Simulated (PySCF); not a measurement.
Run record: geometry optimisation, `O=C([C@H]1[C@@H]2CCC[C@@H]21)C(F)(F)F`.

Method: PBE0-D3(BJ)/def2-SVP geometry optimisation, gas phase (PySCF 2.14.0). Start geometry: GFN2-xTB. The input is one job of a driver script: a line of settings, then coordinates in Å.

Input:
```
{"job": {"xc": "PBE0", "basis": "def2-SVP", "d3": "d3bj", "grid": 1, "kind": "geom"}, "charge": 0, "multiplicity": 1}
O      2.229177    -1.718204    -0.591229
C      1.931902    -0.561065    -0.444439
C      0.619093    -0.021981    -0.131760
C     -0.585659    -0.780519    -0.691113
C     -1.839382     0.040713    -0.870797
C     -2.049097     0.740443     0.481934
C     -1.338167    -0.134831     1.527121
C     -0.284024    -0.885629     0.750272
C      3.014349     0.550650    -0.589121
F      2.682043     1.423713    -1.557456
F      4.220463     0.073418    -0.876875
F      3.121810     1.267481     0.544353
H      0.555648     1.052230    -0.040554
H     -0.371820    -1.578097    -1.386735
H     -2.666993    -0.635208    -1.091697
H     -1.757541     0.754150    -1.690591
H     -1.605937     1.735594     0.462035
H     -3.106194     0.859303     0.711543
H     -0.916046     0.459473     2.337323
H     -2.028706    -0.858927     1.962704
H      0.166162    -1.765762     1.184610
```

Output:
```
step   0  E = -683.79503152  max force = 0.014486
step   1  E = -683.79693435  max force = 0.008541
step   2  E = -683.79736724  max force = 0.006080
step   3  E = -683.79752416  max force = 0.002890
step   4  E = -683.79763295  max force = 0.001538
step   5  E = -683.79768119  max force = 0.000723
step   6  E = -683.79771858  max force = 0.001394
step   7  E = -683.79773152  max force = 0.000607
step   8  E = -683.79774236  max force = 0.000338
optimisation converged
```

Energies in Eh; «max force» is the largest Cartesian gradient component in Eh/bohr.

**Question.** Give the first gradient maximum in eV/Å.

**Answer.** With 1 Eh/bohr = 51.422 eV/Å, 0.745 eV/Å.

**Question.** How much energy does the optimisation release, in eV?

**Answer.** E(step 0) − E(last step) = 0.002711 Eh, which is 0.074 eV.

Main results: final energy -683.79774 Eh after 8 steps; dipole 3.59 D.

The run took about 6 min of CPU time (one thread, shared machine).
Labels such as C1 count atoms from 1, the log's own numbers from 0.
